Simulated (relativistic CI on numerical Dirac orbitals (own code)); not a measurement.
Cubic crystal-field splitting of Ce3+ by operator equivalents

Problem. Ce3+ (4f) sits in a cubic field with the Wybourne parameters B⁴₀ = 980 and B⁶₀ = 890 cm⁻¹. Find the levels of its ground J multiplet, neglecting the mixing with the other J.

Working.
1. One f electron has the ground level ²F5/2 with g_J = 6/7 and the Stevens factor β = 2/315. Rank 6 cannot act within J = 5/2.
2. Stevens form: B₄ = β B⁴₀/8 = 0.7778 cm⁻¹, in H = B₄(O₄⁰ + 5O₄⁴).
3. The eigenvalues of O₄⁰ + 5O₄⁴ for J = 5/2 are −240 (Γ7 doublet) and +120 (Γ8 quartet): E(Γ7) = -186.7, E(Γ8) = 93.3 cm⁻¹.
4. Order and energies above the lowest: Γ7 0.0, Γ8 280.0 cm⁻¹. A Γ7 ground doublet has the isotropic |g| = 1.429.

Check. Diagonalising spin-orbit coupling (free-ion gap 2139 cm⁻¹, from a Dirac-Coulomb-Breit calculation) and field together in all 14 states gives Γ7 0.0, Γ8 238.2 cm⁻¹, with |g| = 1.516. The other multiplet starts at 2293 cm⁻¹; the differences from the hand values come from J mixing and grow with the ratio of the field to that gap.
